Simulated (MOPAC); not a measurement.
Job for MOPAC: PM3 on C2H5Cl (a complex).

```
PM3 1SCF PRECISE CHARGE=0 THREADS=1
C2H5Cl

Cl    -0.44736345 1     0.01661880 1     0.25716943 1
H     -0.30982662 1     0.03203966 1     1.54328828 1
C      0.37280676 1     0.56377999 1     3.79069813 1
C     -0.48590946 1    -0.44246008 1     3.90082147 1
H      1.43656042 1     0.39414825 1     3.67608516 1
H      0.04587477 1     1.59626642 1     3.81485402 1
H     -1.54919755 1    -0.27268857 1     4.01945853 1
H     -0.15854315 1    -1.47487156 1     3.88064656 1
```

It printed:

```
*******************************************************************************
 **                                                                           **
 **                              MOPAC v23.2.5                                **
 **                                                                           **
 *******************************************************************************
 ** MOPAC's Digital Object Identifier: https://doi.org/10.5281/zenodo.6511958 **
 **                                                                           **
 ** Please cite the open-source release paper for use of this MOPAC version:  **
 ** J. E. Moussa and J. J. P. Stewart (2026)                                  **
 ** MOPAC: An open-source semiempirical molecular orbital program             **
 ** J. Open Source Softw., 11(119), 8025, https://doi.org/10.21105/joss.08025 **
 *******************************************************************************

                              PM3 CALCULATION RESULTS

 *******************************************************************************
 *  PM3        - The PM3 Hamiltonian to be used
 *
 *
 *
 *                 CHARGE ON SYSTEM = 0
 *
 *
 *
 *  PRECISE    - TIGHTER CRITERIA TO BE USED
 *  1SCF       - DO 1 SCF AND THEN STOP
 *  THREADS=1  - MULTI-THREADING NOT USED
 *  T=         - A TIME OF 172800.0 SECONDS REQUESTED
 *  DUMP=N     - RESTART FILE WRITTEN EVERY 7200.0 SECONDS REQUESTED
 *******************************************************************************
PM3 1SCF PRECISE CHARGE=0 THREADS=1
 C2H5Cl

   ATOM   CHEMICAL          X               Y               Z
  NUMBER   SYMBOL      (ANGSTROMS)     (ANGSTROMS)     (ANGSTROMS)

     1      Cl         -0.44736345  *   0.01661880  *   0.25716943  *
     2       H         -0.30982662  *   0.03203966  *   1.54328828  *
     3       C          0.37280676  *   0.56377999  *   3.79069813  *
     4       C         -0.48590946  *  -0.44246008  *   3.90082147  *
     5       H          1.43656042  *   0.39414825  *   3.67608516  *
     6       H          0.04587477  *   1.59626642  *   3.81485402  *
     7       H         -1.54919755  *  -0.27268857  *   4.01945853  *
     8       H         -0.15854315  *  -1.47487156  *   3.88064656  *



          CARTESIAN COORDINATES

    NO.       ATOM           X           Y           Z

     1        Cl         -0.4474      0.0166      0.2572
     2         H         -0.3098      0.0320      1.5433
     3         C          0.3728      0.5638      3.7907
     4         C         -0.4859     -0.4425      3.9008
     5         H          1.4366      0.3941      3.6761
     6         H          0.0459      1.5963      3.8149
     7         H         -1.5492     -0.2727      4.0195
     8         H         -0.1585     -1.4749      3.8806

  H: (PM3): J. J. P. STEWART, J. COMP. CHEM. 10, 209 (1989).
  C: (PM3): J. J. P. STEWART, J. COMP. CHEM. 10, 209 (1989).
 Cl: (PM3): J. J. P. STEWART, J. COMP. CHEM. 10, 209 (1989).

           Empirical Formula: C2 H5 Cl  =     8 atoms



      MOLECULAR POINT GROUP   :   C2v


      RHF CALCULATION, NO. OF DOUBLY OCCUPIED LEVELS = 10


 -------------------------------------------------------------------------------
 PM3 1SCF PRECISE CHARGE=0 THREADS=1
 C2H5Cl



     1SCF WAS SPECIFIED, SO BFGS WAS NOT USED
     SCF FIELD WAS ACHIEVED


                              PM3 CALCULATION
                                                       MOPAC v23.2.5 Linux




          FINAL HEAT OF FORMATION =         -5.64137 KCAL/MOL =     -23.60349 KJ/MOL


          COSMO AREA              =        111.62 SQUARE ANGSTROMS
          COSMO VOLUME            =         91.75 CUBIC ANGSTROMS

          IONIZATION POTENTIAL    =         10.960411 EV
          HOMO LUMO ENERGIES (EV) =        -10.960  0.675
          NO. OF FILLED LEVELS    =         10
          MOLECULAR WEIGHT        =         64.5145         POINT GROUP:  C2v

          MOLECULAR DIMENSIONS (Angstroms)

            Atom       Atom       Distance
            H     7   Cl     1     3.93097
            H     8    H     6     3.05910
           Cl     1    H     5     2.73059


          SCF CALCULATIONS        =          1





   ATOM   CHEMICAL          X               Y               Z
  NUMBER   SYMBOL      (ANGSTROMS)     (ANGSTROMS)     (ANGSTROMS)

     1      Cl         -0.44736345  *   0.01661880  *   0.25716943  *
     2       H         -0.30982662  *   0.03203966  *   1.54328828  *
     3       C          0.37280676  *   0.56377999  *   3.79069813  *
     4       C         -0.48590946  *  -0.44246008  *   3.90082147  *
     5       H          1.43656042  *   0.39414825  *   3.67608516  *
     6       H          0.04587477  *   1.59626642  *   3.81485402  *
     7       H         -1.54919755  *  -0.27268857  *   4.01945853  *
     8       H         -0.15854315  *  -1.47487156  *   3.88064656  *

                             CARTESIAN COORDINATES

   1   Cl       -0.447363450     0.016618800     0.257169430
   2    H       -0.309826620     0.032039660     1.543288280
   3    C        0.372806760     0.563779990     3.790698130
   4    C       -0.485909460    -0.442460080     3.900821470
   5    H        1.436560420     0.394148250     3.676085160
   6    H        0.045874770     1.596266420     3.814854020
   7    H       -1.549197550    -0.272688570     4.019458530
   8    H       -0.158543150    -1.474871560     3.880646560


           Empirical Formula: C2 H5 Cl  =     8 atoms



      MOLECULAR POINT GROUP   :   C2v


                  EIGENVALUES
 -55.41228 -33.58418 -21.33852 -16.71098 -15.57566 -14.76746 -12.46906 -11.01216
 -10.96071 -10.96041   0.67490   1.60880   3.19918   3.54411   3.75481   5.08739
   5.19646


              NET ATOMIC CHARGES AND DIPOLE CONTRIBUTIONS

  ATOM NO.   TYPE          CHARGE      No. of ELECS.   s-Pop       p-Pop
    1         Cl          -0.140384        7.1404     1.96855     5.17183
    2          H           0.122333        0.8777     0.87767
    3          C          -0.158928        4.1589     1.18547     2.97346
    4          C          -0.158642        4.1586     1.18546     2.97318
    5          H           0.083918        0.9161     0.91608
    6          H           0.083923        0.9161     0.91608
    7          H           0.083874        0.9161     0.91613
    8          H           0.083906        0.9161     0.91609
 DIPOLE           X         Y         Z       TOTAL
 POINT-CHG.     0.115     0.012     1.070     1.076
 HYBRID         0.083     0.009     0.772     0.777
 SUM            0.198     0.022     1.843     1.853


          ATOMIC ORBITAL ELECTRON POPULATIONS

     Atom    s        px        py        pz
    1 Cl   1.96855   1.99063   1.99987   1.18134
    2  H   0.87767
    3  C   1.18547   0.99323   0.98676   0.99347
    4  C   1.18546   0.99455   0.98693   0.99170
    5  H   0.91608
    6  H   0.91608
    7  H   0.91613
    8  H   0.91609

 **********************
 *                    *
 * JOB ENDED NORMALLY *
 *                    *
 **********************




 == MOPAC DONE ==
```

The run finished.

Cost: roughly 0.03 core-seconds.
